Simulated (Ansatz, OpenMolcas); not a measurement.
From OpenMolcas to Ansatz

This OpenMolcas 26.06 job computes SiCl4 (silicon tetrachloride):

mol.input:
```
&GATEWAY
 BasLib = $CurrDir
 Coord
 5
 angstrom
 Cl      -0.962600      -0.087600       1.762300
 Si       0.010000      -0.014700      -0.008300
 Cl       1.655400      -1.185900       0.078100
 Cl      -1.212100      -0.676900      -1.476100
 Cl       0.559300       1.891400      -0.397500
 Basis = cc-pVDZ
 Group = NoSym

&SEWARD
 GridInput
 Grid=UltraFine
 End of Grid

&SCF
 KSDFT = revPBE
 Thresholds = 1e-10 1e-07 1e-07 1e-05
 PrOrbitals = 0

&ALASKA
```

```bash
$ export MOLCAS_MEM=1860
$ pymolcas mol.input > mol.log
```

(Basis files named in the input come from the Basis Set Exchange and aren't shown.)

The shape is that of a PBE0-D4/def2-TZVP optimisation.

It gives a total energy of -2130.096678 Eh.

Question: How is this level of theory, on these atoms, set up in Ansatz 0.2.0 as an input file of the program's own, asking for the energy?

Answer: For example:

run.yaml:
```yaml
crystal:
  periodic: [false, false, false]
  atoms:
    - {symbol: Cl, position_ang: [-0.962600, -0.087600, 1.762300]}
    - {symbol: Si, position_ang: [0.010000, -0.014700, -0.008300]}
    - {symbol: Cl, position_ang: [1.655400, -1.185900, 0.078100]}
    - {symbol: Cl, position_ang: [-1.212100, -0.676900, -1.476100]}
    - {symbol: Cl, position_ang: [0.559300, 1.891400, -0.397500]}
basis:
  gaussian:
    orbitals: cc-pVDZ
hamiltonian:
  xc: {name: revPBE}
accuracy: high
output: {orbitals: {seedname: orbitals}}
```

```bash
$ ansatz run run.yaml --threads 1 --pin off --max-ram 3480MiB --events-out events.jsonl --progress --plain --runs-dir runs
```

Its energy is -2130.096682 Eh, 0.004 mEh from the first.
